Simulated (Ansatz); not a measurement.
```yaml
crystal:
  periodic: [false, false, false]
  atoms:
    - {symbol: I, position_ang: [-2.209292, -0.296815, -1.086750]}
    - {symbol: C, position_ang: [-0.138102, 0.170832, -0.606564]}
    - {symbol: C, position_ang: [0.250003, 0.496445, 0.765286]}
    - {symbol: C, position_ang: [0.614615, -0.667308, 0.325945]}
    - {symbol: H, position_ang: [0.285138, 0.636963, -1.490009]}
    - {symbol: H, position_ang: [0.183528, 1.219028, 1.560456]}
    - {symbol: H, position_ang: [1.075210, -1.627043, 0.485937]}
basis:
  gaussian: {orbitals: def2-mTZVP}
hamiltonian: {xc: {name: PBE0}, dispersion: d2}
output: {forces: true}
```

```sh
$ ansatz run in.yaml --threads 2 --pin off --events-out ev --progress --plain --max-ram 4352MiB
```

Question: How does Ansatz answer? (Best estimate.)

Answer: The calculation gave: The program refused the input.
```
Error: YAML parse error: error: line 13 column 45: hamiltonian.dispersion: `d2` is not `none`, `rvv10`, `d3bj`, `d3bjatm`, `d4` or a map `{method: …, s8: …, a1: …, a2_bohr: …}` (numbers without units, a2 in bohr) or `{method: …, functional: …}`
11 | basis:
12 |   gaussian: {orbitals: def2-mTZVP}
13 | hamiltonian: {xc: {name: PBE0}, dispersion: d2}
14 | output: {forces: true}
```
